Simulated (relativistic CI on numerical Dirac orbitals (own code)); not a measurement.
In⁺: calculation against measurement

Method of calculation: Dirac-Coulomb-Breit CI, separate exchange-only KLI orbitals for each configuration, a model potential for QED, valence Slater integrals scaled by 0.85, P86 correlation estimate, and configurations built on the next ion tied to the tabulated ionisation energy (semi-empirical) (own radial code, finite nucleus).

Configuration list (outside the closed core [Kr] 4d10): 5s², 5s5p, 5s6s, 5p², 5s5d, 5s6p, 5s6d, 5s7s, 5s5f, 5s6f, 5d², 5s4f, 5p5d, 5s7p, 5s5g, 5s7d, 5s7f, 5p6s. Levels of other configurations are missing.

```csv
Configuration,Term (tabulated),J,Measured (cm⁻¹),Computed,Error,Purity (%)
5s²,1S,0,0.0,0,0,97
5s5p,3P°,0,42276.4,42738,461,100
5s5p,3P°,1,43350.9,43757,406,99
5s5p,3P°,2,45829.6,45991,161,99
5s5p,1P°,1,63038.2,66378,3340,95
5s6s,3S,1,93923.4,94418,494,100
5s6s,1S,0,97029.7,98071,1042,92
5p²,3P,0,101607.7,96909,-4699,91
5s5d,3D,1,102088.0,102486,398,100
5s5d,3D,2,102174.0,102558,384,100
5s5d,3D,3,102307.6,102652,344,100
5p²,3P,1,103248.8,98314,-4935,99
5p²,3P,2,105564.6,100497,-5068,96
5s6p,3P°,0,107662.2,107667,5,99
5s6p,3P°,1,107841.5,107879,38,98
5s6p,3P°,2,108429.9,108425,-5,99
5s6p,1P°,1,109779.8,111098,1319,94
5p²,1S,0,121289.1,118654,-2636,89
```

Measured levels from NIST Handbook of Basic Atomic Spectroscopic Data (Sansonetti and Martin, J. Phys. Chem. Ref. Data 34, 1559 (2005)); pairs were made by configuration, J and term (by order where the table uses no LS term), so strongly mixed levels may be paired wrongly.

Mean error by configuration (cm⁻¹): 5s5p 1092; 5s6s 768; 5p² -4334; 5s5d 375; 5s6p 339. Over the excited levels the mean absolute error is 1514 cm⁻¹ (17 of the 19 excited levels that our extract of the source holds in range could be paired, and the others can miss by more), and the median relative error of those above 1,000 cm⁻¹ is 0.94 %.

Transition probabilities of persistent lines. The last column rescales the computed rate by the cube of measured over computed energy:

```tsv
λ measured (Å)	Lower	Upper	A tabulated (s⁻¹)	A computed	A rescaled
1586.34 vacuum	5s² ¹S0	5s5p ¹P°1	1.22e+09	2.29e+09	1.96e+09
2306.05 air	5s² ¹S0	5s5p ³P°1	2.30e+06	1.53e+06	1.49e+06
2554.43 air	5s5p ¹P°1	5s5d ³D2	1.00e+06	1.00e+06	1.27e+06
2941.05 air	5s5p ¹P°1	5s6s ¹S0	1.40e+08	4.29e+08	5.29e+08
```
